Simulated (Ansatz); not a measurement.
CH5AlO2 (SMILES C[Al](O)O): methods side by side

CH5AlO2 has 9 atoms, charge 0, and is taken as a singlet. SMILES: `C[Al](O)O`. Geometry: optimised at r2SCAN/def2-SVP. This is one conformer, not always the lowest.

Each level gives the adiabatic electron affinity (to the doublet anion, shapes relaxed at r2SCAN/def2-SVP, no zero-point term) (eV). The values are calculated.

The electron affinity is E(neutral) − E(anion): positive where the electron is bound.

```tsv
level	kind	program	value (eV)
HF/def2-SVP	Hartree–Fock	Ansatz	-1.06
SVWN5/def2-SVP	LDA	Ansatz	-0.64
PBE0-D4/def2-SVP	global hybrid	Ansatz	-0.56
CAM-B3LYP/def2-SVP	range-separated hybrid	Ansatz	-0.68
wB97M-V/def2-SVP	range-separated hybrid	Ansatz	-0.87
B2PLYP/def2-SVP	double hybrid	Ansatz	-0.79
RPA@PBE/def2-SVP	RPA	Ansatz	-0.63
MP2/def2-SVP	perturbation theory	Ansatz	-0.89
```

The values span -1.06 to -0.56 eV. Negative values mean that the anion is unbound at that level; they are set by how diffuse the basis is and aren't properties of the molecule, whose anion may well be bound.
